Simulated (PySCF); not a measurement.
**Electron correlation in F²⁺ (fluorine, charge +2)**

[He] 2s2 2p3, high-spin 4S determinant. Calculation: PySCF 2.14, in aug-cc-pCVQZ-DK (9s8p6d4f2g, 109 functions); the spin-free X2C one-electron Hamiltonian (Gaussian nucleus). Frozen: nothing; 7 electrons correlated.

MP2 pair energies summed by pair of shells (mhartree):

```csv
pair,energy,share (%)
2s-2p,-74.68,43.6
1s-1s,-38.50,22.5
2p-2p,-25.54,14.9
1s-2p,-13.98,8.2
2s-2s,-11.84,6.9
1s-2s,-6.86,4.0
```

Total MP2 correlation energy: -171.41 mhartree.

Same-spin part -39.59 and opposite-spin part -131.82 mhartree; SCS-MP2 scales them by 1/3 and 6/5 to -171.38 mhartree.
